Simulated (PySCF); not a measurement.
## Mg⁺ (magnesium, charge +1): LDA calculation

Configuration: [Ne] 3s1, 2S determinant. Computed with PySCF 2.14 in aug-cc-pCVDZ (6s5p3d, 36 functions), with no relativity, point nucleus.

```json
{
 "Total energy": "-198.8409 hartree",
 "One-electron energy": "-275.5041 hartree",
 "Hartree (Coulomb) energy": "91.9530 hartree",
 "Exchange-correlation energy": "-15.2897 hartree",
 "Kinetic energy": "198.37238 hartree",
 "⟨S²⟩": "0.7500",
 "⟨L²⟩": "0.000",
 "Sum of ⟨r⟩": "8.584 bohr",
 "Sum of ⟨r²⟩": "13.83 bohr²",
 "Density at the nucleus (Gaussians lack the cusp)": "1050 bohr⁻³",
 "Spin density at the nucleus": "2.23 bohr⁻³",
 "Langevin diamagnetic susceptibility": "-10.9 ×10⁻⁶ cm³/mol"
}
```

```csv
shell,electrons,mean orbital energy (eV),"rms radius, mean of both spins (bohr)"
1s α,1,-1260.2,0.152
1s β,1,-1260.1,0.152
2s α,1,-87.961,0.767
2s β,1,-87.840,0.767
2p α,3,-55.722,0.779
2p β,3,-55.580,0.779
3s α,1,-12.001,2.99
```
